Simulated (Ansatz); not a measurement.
Basis-set extrapolation for C7H10, SMILES `C/C=C1\C=CCC1` (PBE0-D4/def2-TZVP geometry, frozen core, the Gaussian-basis code of Ansatz). Multiplicity 1, RHF reference.

```
                      def2-TZVPP   def2-QZVPP
                 HF  -270.965688  -270.977596
    MP2 correlation    -1.148633    -1.220413
CCSD(T) correlation    -1.257644      not run
```

Energies in hartree. Use E(X) = E(∞) + A·exp(−7.88·√X) for Hartree–Fock and E(X) = E(∞) + B·X^(−2.97) for correlation, with X = 3 and 4, and add CCSD(T) minus MP2 of the smaller set to the MP2 limit.

**Question.** What is the CCSD(T) energy at the basis-set limit?

**Answer.** HF limit: -270.977596 + (-0.011908) × 0.13774 = -270.97924. MP2 limit: -1.220413 + (-0.071780) × 0.74074 = -1.27358. Higher-order term: -1.257644 − (-1.148633) = -0.10901. Total: -272.36183 hartree, 363.6 kJ/mol below CCSD(T)/def2-TZVPP.
